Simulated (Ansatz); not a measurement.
Basis-set extrapolation for BClH5NOSi (PBE0-D4/def2-TZVP geometry, frozen core, Ansatz 0.2.0). Multiplicity 1, RHF reference.

```csv
,def2-TZVPP,def2-QZVPP
HF,-905.533148,-905.562415
MP2 correlation,-0.878322,-0.949277
CCSD(T) correlation,-0.957804,not run
```

Energies in hartree. Use E(X) = E(∞) + A·exp(−7.88·√X) for Hartree–Fock and E(X) = E(∞) + B·X^(−2.97) for correlation, with X = 3 and 4, and add CCSD(T) minus MP2 of the smaller set to the MP2 limit.

Problem. What is the CCSD(T) energy at the basis-set limit?

Solution. HF limit: -905.562415 + (-0.029267) × 0.13774 = -905.56645. MP2 limit: -0.949277 + (-0.070955) × 0.74074 = -1.00184. Higher-order term: -0.957804 − (-0.878322) = -0.07948. Total: -906.64777 hartree, 4.27 eV below CCSD(T)/def2-TZVPP.
